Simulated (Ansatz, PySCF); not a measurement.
This PySCF input computes a PBE0/def2-TZVPD energy:

```python
from pyscf import gto, scf, dft

mol = gto.M(
    atom='''
    C    -2.24302844    0.33675043   -0.14786613
    C    -0.96105170   -0.26758352    0.33526853
    O     0.20433167    0.52666858   -0.30556129
    C     1.63581688    0.10058843   -0.14032817
    O     1.84975342   -0.94376257    0.30964879
    H    -2.34212440    0.27322980   -1.23087181
    H    -3.05674278   -0.24166963    0.29629957
    H    -2.36691324    1.36897478    0.18465174
    H    -0.79075608   -0.18731429    1.40525334
    H    -0.77701775   -1.27676885   -0.01761900
    H     2.27063122    0.90073014   -0.52782893
    H     0.03982181    1.48103801   -0.42503009
    ''',
    basis='def2-tzvpd',
    charge=1,
    spin=0,
    verbose=4,
)

mf = dft.RKS(mol, xc='pbe0').density_fit(auxbasis='def2-universal-jkfit')
mf.grids.level = 3
mf.conv_tol = 1e-9
mf.max_cycle = 100
mf.max_memory = 1500
mf.kernel()
if not mf.converged:
    mf = mf.newton()
    mf.kernel(mf.make_rdm1())
mf.analyze()
```

Question: Write an input for the same energy in Ansatz (a quantum-chemistry and plane-wave program) and say what it gives.

Answer: 
Ansatz 0.2 input:
```yaml
crystal:
  periodic: [false, false, false]
  atoms:
    - {symbol: C, position_ang: [-2.24302844, 0.33675043, -0.14786613]}
    - {symbol: C, position_ang: [-0.96105170, -0.26758352, 0.33526853]}
    - {symbol: O, position_ang: [0.20433167, 0.52666858, -0.30556129]}
    - {symbol: C, position_ang: [1.63581688, 0.10058843, -0.14032817]}
    - {symbol: O, position_ang: [1.84975342, -0.94376257, 0.30964879]}
    - {symbol: H, position_ang: [-2.34212440, 0.27322980, -1.23087181]}
    - {symbol: H, position_ang: [-3.05674278, -0.24166963, 0.29629957]}
    - {symbol: H, position_ang: [-2.36691324, 1.36897478, 0.18465174]}
    - {symbol: H, position_ang: [-0.79075608, -0.18731429, 1.40525334]}
    - {symbol: H, position_ang: [-0.77701775, -1.27676885, -0.01761900]}
    - {symbol: H, position_ang: [2.27063122, 0.90073014, -0.52782893]}
    - {symbol: H, position_ang: [0.03982181, 1.48103801, -0.42503009]}
basis:
  gaussian:
    orbitals: def2-TZVPD
hamiltonian:
  xc: {name: PBE0}
total_charge: 1
output: {forces: true}
```
It gives -268.46834 Eh, and PySCF -268.46842 Eh, a difference of 0.08 mEh, from the treatment of integrals and grids.

It need not be the lowest isomer of its formula.
